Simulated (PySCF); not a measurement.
C₄H₄, SMILES C1=CC1=C.

Geometry: B3LYP-D3(BJ)/def2-SVP.

These are TDDFT-LC-ωPBE/def2-SVPD run with PySCF values and carry that method's errors.

Vertical excitations. The molecule is in vacuum. State labels are in the subgroup C2v.

Computed excitation energies, oscillator strengths and character:
```csv
state,symmetry,energy (eV),λ (nm),f,main pairs
S1,B2,5.03,247,0.020,HOMO→LUMO 99 %
S2,B1,6.44,192,0.000,HOMO−1→LUMO 88 %
S3,B1,6.60,188,0.012,"HOMO→LUMO+1 56 %, HOMO→LUMO+3 33 %"
S4,A1,7.25,171,0.560,HOMO→LUMO+4 97 %
S5,B1,7.49,166,0.030,"HOMO→LUMO+3 59 %, HOMO→LUMO+1 36 %"
S6,A2,7.56,164,0.000,HOMO→LUMO+2 95 %
S7,A2,7.71,161,0.000,HOMO−2→LUMO 81 %
S8,A2,7.88,157,0.000,HOMO→LUMO+6 76 %
S9,B1,8.12,153,0.006,HOMO→LUMO+5 91 %
S10,A2,8.49,146,0.000,HOMO−1→LUMO+4 88 %
T1,B2,3.58,347,0,HOMO→LUMO 87 %
T2,A1,4.45,279,0,HOMO→LUMO+4 91 %
T3,B1,5.92,209,0,HOMO−1→LUMO 91 %
T4,B1,6.43,193,0,"HOMO→LUMO+1 54 %, HOMO→LUMO+3 38 %"
```
Triplets are in the Tamm–Dancoff approximation, which puts them higher than full response would, so one can lie above its singlet here.
